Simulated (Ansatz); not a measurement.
C3H10B2 can be A, `CBCBC`, or B, `BCBCC`.

Gas-phase electronic energies from Ansatz, PBE0-D4/def2-TZVP geometries. CCSD(T)/CBS is the MP2 limit (def2-TZVPP, def2-QZVPP) plus CCSD(T) − MP2 in def2-TZVPP, frozen cores. Functionals use def2-TZVPP. B3LYP here is the variant with VWN-RPA as its local correlation; programs differ in this. Each species was taken in one conformer, which may not be the lowest.

Q: Which is lower in electronic energy at CCSD(T)/CBS, and by how much? (An estimate is asked.)

A: Computed: A, by 14.6 kcal/mol.

Q: Give E(B) − E(A) in kcal/mol with MP2/def2-TZVPP, CCSD/def2-TZVPP, B2PLYP, HF/def2-TZVPP, ωB97M-V, B3LYP, PBE0-D4. (Best estimate.)

A: Ansatz gave: MP2/def2-TZVPP 14.7, CCSD/def2-TZVPP 14.3, B2PLYP 14.8, HF/def2-TZVPP 13.1, ωB97M-V 15.1, B3LYP 15.0, PBE0-D4 15.4. None reverses the order clearly.

Largest T1 diagnostic: 0.011.

In def2-TZVPP, CCSD(T) changes the Hartree–Fock value by +1.3 kcal/mol (the triples alone add +0.2 kcal/mol) and MP2 by +1.6 kcal/mol.
